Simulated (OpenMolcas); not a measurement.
neutral sulfur: CASPT2 settings compared

| Property | Result |
| --- | --- |
| Program | OpenMolcas 26.06 |
| Basis | ANO-L-VQZP [6s5p3d2f] |
| Scalar Hamiltonian | non-relativistic, point nucleus |
| Active space | 4 electrons in 3 orbitals (3p) |
| State averaging | 2S+1 = 3 even, 3 roots; 2S+1 = 1 even, 6 roots kept (CI in the orbitals of an earlier block) |
| Spin-orbit coupling | state interaction with AMFI integrals over the reference wave functions, term energies averaged over their components |

Methods on the same reference wave functions:
A. CASSCF
B. SS-CASPT2, IPEA 0.75 Eh, imaginary shift 0.4 Eh (closed shells correlated: 2s 2p 3s)
C. SS-CASPT2, IPEA 0.15 Eh, sigma2 regulariser 0.3 Eh (closed shells correlated: 2s 2p 3s)
D. SS-CASPT2, IPEA 0.6 Eh, sigma2 regulariser 0.4 Eh (closed shells correlated: 3s)

Energies in cm-1 above 3s2 3p4 3P2, the measured ground level; measured values from NIST Handbook of Basic Atomic Spectroscopic Data.

```tsv
Level	A	B	C	D	Measured
3s2 3p4 3P2	0.0	0.0	0.0	0.0	0.0
3s2 3p4 3P1	371	373	372	372	396
3s2 3p4 3P0	544	544	543	544	574
3s2 3p4 1D2	11793	9240	9630	9310	9239
3s2 3p4 1S0	29196	23830	23390	23750	22180
```

Deviations, from unrounded energies. A percentage is the sum of absolute deviations over the sum of measured energies, with the sign that they share, or ± where signs differ.

```csv
Against measurement,Levels,A,B,C,D
mean absolute deviation (cm-1),4,2400,430,410,420
fine structure of the ground term (%),2,-5.6,-5.5,-5.6,-5.5
other terms of the ground configuration (%),2,+30.5,+5.3,+5.1,+5.2
```

B, C, D lie about equally close to measurement and A furthest from it. The largest miss of C in the table is 3s2 3p4 1S0, by +1200 cm-1. The ranking rests on the paired levels alone, and a cruder setting can come out closer through cancelling errors.

Among B to D the level of the table that moves most is 3s2 3p4 1S0, by 440 cm-1 (lowest in C, highest in B). Moves below CASPT2's spread within the term are not significant.

The mean deviations of B to D differ by less than CASPT2's widest spread within a term (350 cm-1), so their order carries little weight.

From A to B the spin-free energies of the other terms of 3s2 3p4 shown, above 3P, scale by factors of 0.78 to 0.81.

The lowest spin-free term lies below A's lowest term by 0.157 hartree in B, 0.174 hartree in C, 0.121 hartree in D.

CASPT2 breaks the degeneracy within a term, and the mean is taken; among the terms shown or strongly mixed into the levels shown the widest spread is 350 cm-1 (3s2 3p4 1D, B). Terms from blocks run as CI alone lack orbitals of their own. With the s shell closed, the reference lacks s² → p² mixing. Without dynamic correlation excited terms often stand tens of per cent too high (terms of higher spin than the ground term too low), and those without a measured partner can miss by more than the paired ones (holds for A). Measured partners are found by configuration, term and J. A level has none where our copy of the source lacks it or the pairing is in doubt (some pairs that miss far off the trend of their configuration count as doubtful), and it then counts in no deviation. Levels of configurations outside the active space are missing.
